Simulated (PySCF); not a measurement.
**Shieldings and the share of exact exchange**

Molecule: `BOBN[SiH3]`, B2H7NOSi.

Mapped SMILES: `[BH2:1][O:2][BH:3][NH:4][SiH3:5]`; H(Xn) means a hydrogen on atom n.

GIAO shieldings (ppm, equivalent atoms averaged) in PySCF on the PBE0-D3(BJ)/def2-SVP geometry, basis pcSseg-2, gas phase, non-relativistic:

```csv
functional,exact exchange (%),σ(B1),σ(B3),σ(O2),σ(N4)
BLYP,0,47.7,63.9,22.9,165.7
BP86,0,49.7,66.4,26.0,170.8
PBE,0,48.4,65.6,21.9,170.4
PBE0,25,53.8,70.0,47.5,178.1
mPW1PW91,25,54.2,70.0,49.8,177.8
BHandHLYP,50,58.3,72.9,70.0,180.6
HF,100,71.4,83.5,113.2,194.5
```

(1) Fit each shielding as a line in the percentage of exact exchange.

(2) What does the line predict for B3LYP (20 %), and what does the run give?

## Answers

(1) σ(B1) = 48.4 + 0.22 x (rms 0.8 ppm); σ(B3) = 65.2 + 0.18 x (rms 0.9 ppm); σ(O2) = 24.5 + 0.90 x (rms 1.8 ppm); σ(N4) = 169.7 + 0.25 x (rms 2.0 ppm). The functionals also differ in their semilocal parts, which the line can't hold; Hartree–Fock has no correlation at all.

(2) σ(B1): 52.8 predicted, 51.7 computed; σ(B3): 68.8 predicted, 67.4 computed; σ(O2): 42.5 predicted, 42.5 computed; σ(N4): 174.7 predicted, 172.1 computed ppm.
